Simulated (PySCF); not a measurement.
Molecule: `FCO[C@H](F)CF`, C3H5F3O.

Geometry (Å), atoms numbered from 1 in this order:
```xyz
12

F    -2.117    0.703   -0.909
C    -1.654    0.811    0.367
O    -0.275    0.746    0.393
C     0.256   -0.507    0.182
F     0.151   -1.256    1.327
C     1.723   -0.370   -0.149
F     1.870    0.205   -1.375
H    -1.932    1.796    0.769
H    -2.104   -0.002    0.964
H    -0.289   -1.039   -0.618
H     2.201    0.257    0.622
H     2.186   -1.371   -0.146
```

Spin–spin couplings on one PBE0-D3(BJ)/def2-SVP geometry, PySCF 2.14, gas phase, non-relativistic, equivalent pairs averaged (spin–dipole term only in couplings to heteroatoms); isotopes 13C, 1H, 19F; basis pcJ-1.

Question: How do the couplings (Hz) change with the functional? Times are CPU seconds on 1 thread of an Arm Neoverse V1, shared host.

Answer: 
```tsv
functional	functions	1J(C2,H8)	1J(C4,H10)	1J(C2,H9)	1J(C6,H11)	1J(C6,H12)	1J(F1,C2)	1J(C4,F5)	core-s
HF	239	219.2	214.5	212.5	191.6	189.4	-167.5	-155.6	38
LDA	239	139.6	138.4	134.4	119.0	119.1	-304.7	-290.4	22
PBE	239	167.1	163.8	160.3	142.6	142.9	-317.3	-303.2	33
KT2	239	180.2	174.6	171.3	150.7	151.9	-314.6	-300.3	36
PBE0	239	173.1	169.8	166.5	148.5	148.2	-282.9	-268.9	51
B97-2	239	165.9	162.5	160.0	142.2	141.8	-276.6	-264.3	50
BHandHLYP	239	195.5	192.1	189.1	169.7	168.4	-246.2	-233.1	55
CAM-B3LYP	239	179.6	177.0	173.5	154.9	153.9	-274.0	-260.0	69
```
